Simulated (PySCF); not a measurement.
Geometry:
| atom | x (Å) | y (Å) | z (Å) |
| --- | --- | --- | --- |
| C1 | -2.417 | 0.666 | 1.156 |
| C2 | -1.526 | -0.236 | 0.710 |
| C3 | -1.607 | -1.661 | 1.180 |
| C4 | -0.377 | 0.128 | -0.209 |
| C5 | 0.136 | -1.043 | -1.052 |
| C6 | -0.652 | 1.350 | -1.104 |
| C7 | -1.753 | 1.154 | -2.139 |
| Ge8 | 1.083 | 0.673 | 1.033 |
| N9 | 2.672 | 0.906 | 0.123 |
| Si10 | 3.188 | 2.294 | -0.777 |
| H11 | -2.409 | 1.711 | 0.840 |
| H12 | -3.198 | 0.374 | 1.863 |
| H13 | -2.398 | -1.784 | 1.933 |
| H14 | -0.657 | -1.999 | 1.625 |
| H15 | -1.825 | -2.346 | 0.344 |
| H16 | 0.991 | -0.718 | -1.664 |
| H17 | 0.475 | -1.892 | -0.440 |
| H18 | -0.639 | -1.425 | -1.737 |
| H19 | -0.890 | 2.226 | -0.480 |
| H20 | 0.286 | 1.611 | -1.626 |
| H21 | -1.911 | 2.077 | -2.718 |
| H22 | -1.501 | 0.359 | -2.857 |
| H23 | -2.707 | 0.886 | -1.663 |
| H24 | 1.335 | -0.416 | 2.096 |
| H25 | 0.712 | 2.027 | 1.666 |
| H26 | 3.246 | 0.070 | 0.055 |
| H27 | 4.651 | 2.545 | -0.580 |
| H28 | 2.403 | 3.465 | -0.282 |
| H29 | 2.963 | 2.187 | -2.258 |

Geometry: PBE0-D3(BJ)/def2-SVP; GIAO absolute shieldings from PySCF 2.14.0 with density-fitted response routines, gas phase, non-relativistic, averaged over equivalent atoms.

At KT2/pcSseg-1 (296 basis functions, 3.4 min wall time on 1 thread of an Arm Neoverse N1, shared host):
```tsv
atoms	σ (ppm)
C2	39.7
C1	76.5
C4	139.0
C6	151.5
C3	157.6
C5	164.8
C7	176.5
Ge8	1362.5
N9	255.1
Si10	409.3
H12	26.09
H27/H28/H29	26.20
H24	26.37
H11	26.40
H25	26.93
H19	29.06
H13/H14/H15	29.39
H20	29.55
H16/H17/H18	29.91
H21/H22/H23	30.22
H26	31.70
```

Task: Predict the values at PBE0/pcSseg-1 on the same geometry.

Result: 
| atoms | σ at PBE0/pcSseg-1 | change |
| --- | --- | --- |
| C2 | 30.6 | -9.1 |
| C1 | 68.2 | -8.3 |
| C4 | 144.7 | +5.7 |
| C6 | 154.8 | +3.3 |
| C3 | 159.0 | +1.4 |
| C5 | 166.5 | +1.7 |
| C7 | 177.9 | +1.4 |
| Ge8 | 1361.1 | -1.4 |
| N9 | 263.5 | +8.4 |
| Si10 | 401.0 | -8.3 |
| H12 | 26.02 | -0.07 |
| H27/H28/H29 | 26.47 | +0.27 |
| H24 | 26.66 | +0.29 |
| H11 | 26.36 | -0.04 |
| H25 | 27.13 | +0.20 |
| H19 | 29.28 | +0.22 |
| H13/H14/H15 | 29.50 | +0.11 |
| H20 | 29.77 | +0.22 |
| H16/H17/H18 | 30.08 | +0.17 |
| H21/H22/H23 | 30.34 | +0.12 |
| H26 | 31.94 | +0.24 |

The largest change is at C2 (fully substituted alkene carbon). Cost: 296 basis functions, 2.9 min wall time on 1 thread of an Arm Neoverse N1, shared host. The order of the carbon signals is the same at both levels.

Relativistic effects, spin–orbit coupling among them, are left out; they matter for Ge and for the light atoms bonded to it.
